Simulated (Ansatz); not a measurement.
Reaction (redistribution): `C[Se]C(F)(F)F` + `[SH][Sn][SH]` → `FC(F)(F)[SeH]` + `C[S][Sn][SH]`

Computed with Ansatz on PBE0-D4/def2-TZVP structures; ΔE is electronic, products minus reactants. CBS: MP2 limit from def2 TZ/QZ plus the TZ coupled-cluster correction, frozen cores. Functionals use def2-TZVPP. B3LYP here is the variant with VWN-RPA as its local correlation; programs differ in this. Elements past krypton have def2 core potentials. For Se, Sn outer-core shells are correlated without core-valence functions, which leaves a few kJ/mol of doubt a bond. Scalar relativity is left out up to krypton. Each species was taken in one conformer, which may not be the lowest.

(1) Is it downhill or uphill in electronic energy at CCSD(T)/CBS, and by how much? (Best estimate.)

(2) What do these levels give: B3LYP-D4, B2PLYP, PBE, HF/def2-TZVPP, SCS-MP2/def2-TZVPP, SCS-MP2/def2-QZVPP? (An estimate is asked.)

Largest T1 diagnostic among the species: 0.016.

Answers

(1) Ansatz gave: Uphill: ΔE = +0.21 eV.

(2) The calculation gave: B3LYP-D4 0.19, B2PLYP 0.22, PBE 0.20, HF/def2-TZVPP 0.27, SCS-MP2/def2-TZVPP 0.23, SCS-MP2/def2-QZVPP 0.22 eV.

In def2-TZVPP, CCSD(T) changes the Hartree–Fock value by −0.04 eV (the triples alone add −0.02 eV) and MP2 by −0.05 eV. The D4 term adds −0.04 eV with B3LYP and −0.02 eV with PBE0; it sums over pairs of atoms, weighted by their polarisabilities, and B3LYP, whose exchange is more repulsive, gets the larger term.
